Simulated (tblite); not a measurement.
C₇H₁₁ClO.
Numbering: `[CH2:1]=[CH:2][C@H:3]([C:4](=[O:5])[Cl:6])[CH:7]([CH3:8])[CH3:9]` (hydrogens: H10, H11 on C1; H12 on C2; H13 on C3; H14 on C7; H15, H16, H17 on C8; H18, H19, H20 on C9)

Computed with GFN2-xTB (tblite), gas phase: L-BFGS steps from a force-field or distance-geometry start until the largest atomic force falls under 0.01 eV/Å.

Step 10: E = -794.3352 eV
```
atom  x, y, z in Å  |  force x, y, z in eV/Å
C1      2.3653   -1.2757    0.5324   -0.010   0.003   0.011
C2      1.3757   -0.4907    0.9150    0.053   0.101   0.014
C3      0.5593    0.3542   -0.0302   -0.033  -0.095  -0.017
C4      0.8261    1.7801    0.3539    0.011  -0.023   0.040
O5      0.5126    2.3368    1.3511   -0.021  -0.011   0.006
Cl6     1.7686    2.6474   -0.8670    0.048   0.045  -0.050
C7     -0.9568    0.0720    0.0985    0.018   0.003   0.006
C8     -1.2535   -1.4023   -0.1579    0.023   0.033   0.006
C9     -1.7355    0.9394   -0.8868    0.005   0.004   0.001
H10     2.6507   -1.3862   -0.5020   -0.049   0.020   0.031
H11     2.9326   -1.8521    1.2434   -0.015  -0.004  -0.007
H12     1.1260   -0.3734    1.9616   -0.034  -0.049  -0.041
H13     0.8864    0.1717   -1.0560   -0.038  -0.001  -0.008
H14    -1.2621    0.3304    1.1178    0.003  -0.010  -0.015
H15    -0.7788   -2.0322    0.5901   -0.009  -0.006  -0.007
H16    -0.8881   -1.6975   -1.1392   -0.011  -0.001   0.001
H17    -2.3292   -1.5652   -0.1275    0.058  -0.050   0.024
H18    -1.5959    1.9966   -0.6740   -0.002   0.002   0.003
H19    -2.7959    0.7098   -0.8184   -0.019   0.047   0.001
H20    -1.4126    0.7474   -1.9079    0.019  -0.007   0.000
```

Step 11: E = -794.3364 eV
```
atom  x, y, z in Å  |  force x, y, z in eV/Å
C1      2.3628   -1.2751    0.5325    0.003   0.008   0.009
C2      1.3744   -0.4889    0.9144    0.045   0.076   0.021
C3      0.5593    0.3537   -0.0319   -0.050  -0.084  -0.017
C4      0.8253    1.7778    0.3549    0.039   0.004  -0.021
O5      0.5104    2.3326    1.3522   -0.007   0.013   0.003
Cl6     1.7708    2.6469   -0.8693    0.016   0.027   0.005
C7     -0.9559    0.0726    0.0989   -0.007  -0.019   0.011
C8     -1.2519   -1.4013   -0.1571    0.017   0.006   0.001
C9     -1.7346    0.9393   -0.8862    0.006   0.009   0.002
H10     2.6469   -1.3833   -0.5021   -0.037   0.012   0.018
H11     2.9312   -1.8505    1.2426   -0.010  -0.016   0.002
H12     1.1201   -0.3720    1.9594   -0.023  -0.048  -0.020
H13     0.8843    0.1695   -1.0576   -0.026   0.009  -0.013
H14    -1.2597    0.3304    1.1186   -0.003  -0.003  -0.009
H15    -0.7761   -2.0317    0.5895   -0.003  -0.006   0.000
H16    -0.8870   -1.6957   -1.1385   -0.009  -0.005  -0.007
H17    -2.3271   -1.5678   -0.1260    0.055  -0.037   0.024
H18    -1.5926    1.9957   -0.6728   -0.007   0.018  -0.001
H19    -2.7957    0.7119   -0.8181   -0.010   0.043   0.000
H20    -1.4100    0.7465   -1.9064    0.009  -0.006  -0.006
```

Step 12: E = -794.3371 eV
```
atom  x, y, z in Å  |  force x, y, z in eV/Å
C1      2.3614   -1.2745    0.5328    0.011   0.012   0.009
C2      1.3748   -0.4864    0.9144    0.024   0.034   0.015
C3      0.5587    0.3523   -0.0330   -0.033  -0.027  -0.012
C4      0.8253    1.7764    0.3554    0.038   0.016  -0.053
O5      0.5090    2.3303    1.3526    0.009   0.017  -0.012
Cl6     1.7725    2.6472   -0.8707   -0.006   0.008   0.041
C7     -0.9555    0.0727    0.0993   -0.022  -0.024   0.008
C8     -1.2507   -1.4006   -0.1566    0.012  -0.021  -0.002
C9     -1.7341    0.9394   -0.8858    0.004   0.011   0.001
H10     2.6439   -1.3815   -0.5017   -0.024   0.006   0.002
H11     2.9302   -1.8499    1.2422   -0.005  -0.021   0.009
H12     1.1162   -0.3723    1.9579   -0.016  -0.037   0.004
H13     0.8825    0.1683   -1.0589   -0.018   0.009  -0.017
H14    -1.2584    0.3303    1.1189   -0.008   0.001   0.001
H15    -0.7747   -2.0316    0.5891    0.009  -0.007   0.006
H16    -0.8865   -1.6947   -1.1383   -0.004  -0.006  -0.013
H17    -2.3248   -1.5702   -0.1246    0.034  -0.029   0.022
H18    -1.5909    1.9954   -0.6722   -0.006   0.023  -0.004
H19    -2.7958    0.7141   -0.8180   -0.001   0.037  -0.002
H20    -1.4082    0.7459   -1.9057    0.001  -0.003  -0.005
```

Step 13: E = -794.3375 eV
```
atom  x, y, z in Å  |  force x, y, z in eV/Å
C1      2.3609   -1.2739    0.5333    0.014   0.013   0.009
C2      1.3756   -0.4842    0.9145    0.003  -0.001   0.006
C3      0.5578    0.3512   -0.0338   -0.006   0.024  -0.005
C4      0.8259    1.7758    0.3550    0.019   0.017  -0.053
O5      0.5086    2.3293    1.3522    0.019   0.011  -0.026
Cl6     1.7734    2.6477   -0.8708   -0.010  -0.001   0.049
C7     -0.9558    0.0723    0.0996   -0.021  -0.015   0.003
C8     -1.2497   -1.4007   -0.1564    0.008  -0.032  -0.003
C9     -1.7337    0.9397   -0.8856    0.001   0.011   0.000
H10     2.6418   -1.3804   -0.5014   -0.013   0.003  -0.007
H11     2.9295   -1.8500    1.2421   -0.003  -0.020   0.011
H12     1.1138   -0.3733    1.9571   -0.012  -0.024   0.019
H13     0.8811    0.1678   -1.0599   -0.016   0.004  -0.016
H14    -1.2579    0.3303    1.1191   -0.012   0.001   0.008
H15    -0.7738   -2.0317    0.5891    0.021  -0.009   0.009
H16    -0.8864   -1.6943   -1.1384    0.000  -0.007  -0.015
H17    -2.3229   -1.5721   -0.1234    0.010  -0.026   0.019
H18    -1.5901    1.9957   -0.6720   -0.001   0.019  -0.005
H19    -2.7959    0.7161   -0.8179    0.003   0.031  -0.003
H20    -1.4073    0.7455   -1.9053   -0.004   0.000   0.000
```

**Question.** Estimate the geometry and energy of step 14. (The exact step hangs on the optimiser's Hessian estimate; all steps are aligned on step 13, rigid shifts and turns removed.)

**Answer.** E = -794.3379 eV, largest force 0.056 eV/Å
```
atom  x, y, z in Å  |  force x, y, z in eV/Å
C1      2.3606   -1.2732    0.5338    0.012   0.012   0.008
C2      1.3762   -0.4823    0.9148   -0.018  -0.028  -0.002
C3      0.5569    0.3504   -0.0346    0.019   0.053   0.002
C4      0.8267    1.7755    0.3537   -0.006   0.013  -0.034
O5      0.5086    2.3285    1.3513    0.023   0.007  -0.032
Cl6     1.7740    2.6481   -0.8698   -0.002  -0.002   0.037
C7     -0.9563    0.0717    0.0999   -0.010   0.000  -0.003
C8     -1.2486   -1.4013   -0.1562    0.005  -0.030  -0.001
C9     -1.7334    0.9401   -0.8854   -0.002   0.009   0.000
H10     2.6396   -1.3793   -0.5013   -0.001   0.001  -0.010
H11     2.9289   -1.8504    1.2421   -0.003  -0.015   0.007
H12     1.1113   -0.3746    1.9568   -0.006  -0.012   0.025
H13     0.8795    0.1675   -1.0611   -0.014  -0.001  -0.010
H14    -1.2577    0.3302    1.1194   -0.016  -0.002   0.009
H15    -0.7725   -2.0319    0.5892    0.030  -0.010   0.008
H16    -0.8863   -1.6941   -1.1388    0.003  -0.009  -0.013
H17    -2.3209   -1.5744   -0.1220   -0.011  -0.025   0.016
H18    -1.5893    1.9964   -0.6718    0.004   0.010  -0.006
H19    -2.7959    0.7185   -0.8180    0.002   0.025  -0.004
H20    -1.4065    0.7451   -1.9050   -0.009   0.004   0.004
```

The energy changes by -0.0004 eV. The first-order estimate −F·Δx gives -0.0006 eV and the mean of the old and new forces, exact on a quadratic surface, -0.0004 eV. The step makes an angle of 54° with the force vector and moves no atom by more than 0.003 Å.
